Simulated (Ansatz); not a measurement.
`C#[C][Sn]([F])([F])[F]` + `[F][GeH2][I]` → `[F][Sn]([F])([F])[I]` + `C#[C][GeH2][F]`  (redistribution)

Computed with Ansatz on PBE0-D4/def2-TZVP structures; ΔE is electronic, products minus reactants. CBS: MP2 limit from def2 TZ/QZ plus the TZ coupled-cluster correction, frozen cores. Functionals use def2-TZVPP. Elements past krypton have def2 core potentials. For Ge, I, Sn outer-core shells are correlated without core-valence functions, which leaves a few kJ/mol of doubt a bond. Scalar relativity is left out up to krypton.

```csv
level,ΔE (eV)
r2SCANh-D4,-0.29
ωB97X-V,-0.25
B2PLYP,-0.27
CAM-B3LYP,-0.28
LC-ωPBE,-0.24
RPA@PBE/def2-TZVPP,-0.20
CCSD/def2-SVP,-0.27
CCSD/def2-TZVPP,-0.21
```

Task: What does CCSD(T)/CBS give? (An estimate is asked.)

Result: Computed: -0.29 eV. The listed levels differ from it by 0.00, 0.04, 0.02, 0.01, 0.05, 0.09, 0.02, 0.08 eV.

Largest T1 diagnostic among the species: 0.015.

Leaving LDA and LC-ωPBE aside and taking each functional with its dispersion term where it has one, the values, not all of them listed here, spread over 0.07 eV, from BLYP-D4 to PBE-QIDH. From BLYP to BHLYP (50 % exact exchange), in def2-TZVPP and without D4, ΔE moves by +0.04 eV.
